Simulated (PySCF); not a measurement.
HOSi, SMILES O=[SiH], multiplicity 2.

Geometry: PBE-D3(BJ)/def2-TZVPD. The isomer is the one that the SMILES or the coordinates give; other isomers of the formula were not compared.

The numbers are results of TDA-B3LYP/def2-TZVPD run with PySCF, not measurements.

Vertical excitations. Isolated molecule, no solvent.

Q: Estimate the UV-visible absorptions. (The exact figures need the calculation; the answer reports its results.)

A: 
```json
[
 {"state": "root 1", "energy (eV)": "2.83", "λ (nm)": "438", "f": "0.007", "main pairs": "α HOMO→LUMO 87 %, β HOMO−1→LUMO 11 %"},
 {"state": "root 2", "energy (eV)": "2.96", "λ (nm)": "419", "f": "0.017", "main pairs": "β HOMO→LUMO 90 %"},
 {"state": "root 3", "energy (eV)": "3.11", "λ (nm)": "399", "f": "0.009", "main pairs": "α HOMO→LUMO 11 %, β HOMO−1→LUMO 87 %"},
 {"state": "root 4", "energy (eV)": "4.11", "λ (nm)": "302", "f": "0.008", "main pairs": "α HOMO−1→LUMO 25 %, β HOMO−2→LUMO 70 %"},
 {"state": "root 5", "energy (eV)": "4.41", "λ (nm)": "281", "f": "0.004", "main pairs": "α HOMO−1→LUMO 28 %, β HOMO−1→LUMO+1 50 %, β HOMO−2→LUMO 18 %"},
 {"state": "root 6", "energy (eV)": "4.52", "λ (nm)": "274", "f": "0.001", "main pairs": "α HOMO−2→LUMO 24 %, β HOMO→LUMO+1 73 %"},
 {"state": "root 7", "energy (eV)": "5.08", "λ (nm)": "244", "f": "0.011", "main pairs": "α HOMO−2→LUMO 73 %, β HOMO→LUMO+1 24 %"},
 {"state": "root 8", "energy (eV)": "5.51", "λ (nm)": "225", "f": "0.010", "main pairs": "α HOMO→LUMO+1 95 %"},
 {"state": "root 9", "energy (eV)": "5.83", "λ (nm)": "213", "f": "0.002", "main pairs": "α HOMO−3→LUMO 17 %, β HOMO−2→LUMO+1 80 %"},
 {"state": "root 10", "energy (eV)": "6.22", "λ (nm)": "199", "f": "0.079", "main pairs": "α HOMO→LUMO+2 81 %"}
]
```
Unrestricted roots are not spin-pure.
